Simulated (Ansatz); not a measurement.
`C[O][AlH][SH]` + `[OH]`• → `C[O][Al][SH]`• + H₂O  (hydrogen abstraction from the Al–H bond)

Calculated with Ansatz (gas phase, PBE0-D4/def2-TZVP geometries, no zero-point term in ΔE). CCSD(T)/CBS is the MP2 limit (def2-TZVPP, def2-QZVPP) plus CCSD(T) − MP2 in def2-TZVPP, frozen cores. This one scheme is used for every species. DFT in def2-TZVPP. HSE06 is defined as in plane-wave codes. No spin–orbit coupling; open shells (•) take unrestricted orbitals. Each species was taken in one conformer, which may not be the lowest.

| level | ΔE (kJ/mol) |
| --- | --- |
| HSE06-D4 | -159.8 |
| BHLYP-D4 | -126.5 |

Problem. What does CCSD(T)/CBS give? (Estimate.)

Solution. The calculation gave: -157.6 kJ/mol. The listed levels differ from it by -2.2, 31.1 kJ/mol.

Largest T1 diagnostic among the species: 0.014.

Leaving LDA and LC-ωPBE aside and taking each functional with its dispersion term where it has one, the values, not all of them listed here, spread over 49.3 kJ/mol, from PBE-D4 to BHLYP-D4. LDA lies −38.9 kJ/mol from PBE without D4. From r2SCAN to r2SCAN0 (25 % exact exchange), in def2-TZVPP and without D4, ΔE moves by +10.3 kJ/mol.
